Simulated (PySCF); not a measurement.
**Spinor energies of Tl⁻ (thallium, charge -1)**

Start: [Xe] 4f14 5d10 6s2 6p2; 6p1/2 filled at m_j = -1/2, +1/2. Calculated with PySCF 2.14 in x2c-TZVPPall-2c with one added diffuse shell each of s, p, d, f type (12s12p10d4f, 126 functions): generalised Hartree-Fock with the X2C-1e Hamiltonian and a Gaussian nucleus; spin-orbit coupling (SO) screened by Boettger's factors.

```json
{"spinor shell": "1s1/2", "electrons": "2", "ε, screened SO (eV)": "-85974.8", "weight of nominal j (screened SO)": "1.000", "rms radius, screened SO (bohr)": "0.0184"}
{"spinor shell": "2s1/2", "electrons": "2", "ε, screened SO (eV)": "-15455.6", "weight of nominal j (screened SO)": "1.000", "rms radius, screened SO (bohr)": "0.0743"}
{"spinor shell": "2p1/2", "electrons": "2", "ε, screened SO (eV)": "-14811.4", "weight of nominal j (screened SO)": "1.000", "rms radius, screened SO (bohr)": "0.0628"}
{"spinor shell": "2p3/2", "electrons": "4", "ε, screened SO (eV)": "-12740.6", "weight of nominal j (screened SO)": "1.000", "rms radius, screened SO (bohr)": "0.0710"}
{"spinor shell": "3s1/2", "electrons": "2", "ε, screened SO (eV)": "-3755.6", "weight of nominal j (screened SO)": "1.000", "rms radius, screened SO (bohr)": "0.189"}
{"spinor shell": "3p1/2", "electrons": "2", "ε, screened SO (eV)": "-3466.1", "weight of nominal j (screened SO)": "1.000", "rms radius, screened SO (bohr)": "0.181"}
{"spinor shell": "3p3/2", "electrons": "4", "ε, screened SO (eV)": "-2999.1", "weight of nominal j (screened SO)": "1.000", "rms radius, screened SO (bohr)": "0.197"}
{"spinor shell": "3d3/2", "electrons": "4", "ε, screened SO (eV)": "-2527.1", "weight of nominal j (screened SO)": "1.000", "rms radius, screened SO (bohr)": "0.173"}
{"spinor shell": "3d5/2", "electrons": "6", "ε, screened SO (eV)": "-2427.8", "weight of nominal j (screened SO)": "1.000", "rms radius, screened SO (bohr)": "0.178"}
{"spinor shell": "4s1/2", "electrons": "2", "ε, screened SO (eV)": "-872.24", "weight of nominal j (screened SO)": "1.000", "rms radius, screened SO (bohr)": "0.416"}
{"spinor shell": "4p1/2", "electrons": "2", "ε, screened SO (eV)": "-746.44", "weight of nominal j (screened SO)": "1.000", "rms radius, screened SO (bohr)": "0.420"}
{"spinor shell": "4p3/2", "electrons": "4", "ε, screened SO (eV)": "-631.31", "weight of nominal j (screened SO)": "1.000", "rms radius, screened SO (bohr)": "0.454"}
{"spinor shell": "4d3/2", "electrons": "4", "ε, screened SO (eV)": "-425.80", "weight of nominal j (screened SO)": "1.000", "rms radius, screened SO (bohr)": "0.465"}
{"spinor shell": "4d5/2", "electrons": "6", "ε, screened SO (eV)": "-403.72", "weight of nominal j (screened SO)": "1.000", "rms radius, screened SO (bohr)": "0.476"}
{"spinor shell": "5s1/2", "electrons": "2", "ε, screened SO (eV)": "-147.17", "weight of nominal j (screened SO)": "1.000", "rms radius, screened SO (bohr)": "0.942"}
{"spinor shell": "4f5/2", "electrons": "6", "ε, screened SO (eV)": "-135.69", "weight of nominal j (screened SO)": "1.000", "rms radius, screened SO (bohr)": "0.509"}
{"spinor shell": "4f7/2", "electrons": "8", "ε, screened SO (eV)": "-131.12", "weight of nominal j (screened SO)": "1.000", "rms radius, screened SO (bohr)": "0.511"}
{"spinor shell": "5p1/2", "electrons": "2", "ε, screened SO (eV)": "-102.88", "weight of nominal j (screened SO)": "1.000", "rms radius, screened SO (bohr)": "1.02"}
{"spinor shell": "5p3/2", "electrons": "4", "ε, screened SO (eV)": "-81.872", "weight of nominal j (screened SO)": "1.000", "rms radius, screened SO (bohr)": "1.11"}
{"spinor shell": "5d3/2", "electrons": "4", "ε, screened SO (eV)": "-18.903", "weight of nominal j (screened SO)": "1.000", "rms radius, screened SO (bohr)": "1.46"}
{"spinor shell": "5d5/2", "electrons": "6", "ε, screened SO (eV)": "-16.309", "weight of nominal j (screened SO)": "1.000", "rms radius, screened SO (bohr)": "1.51"}
{"spinor shell": "6s1/2", "electrons": "2", "ε, screened SO (eV)": "-7.078", "weight of nominal j (screened SO)": "1.000", "rms radius, screened SO (bohr)": "2.89"}
{"spinor shell": "6p1/2", "electrons": "2", "ε, screened SO (eV)": "-0.209", "weight of nominal j (screened SO)": "1.000", "rms radius, screened SO (bohr)": "5.42"}
```

| quantity | screened SO |
| --- | --- |
| E (hartree) | -20265.12656 |
| M_J | 0 |
| ⟨J²⟩ | 0.000 |
| ⟨L²⟩ | 1.517 |
| ⟨S²⟩ | 1.517 |

Breit and QED terms are absent; they matter most for the inner s and p1/2 levels.

Densities and radii are taken from the X2C orbitals without a picture-change correction, which distorts them close to the nucleus.
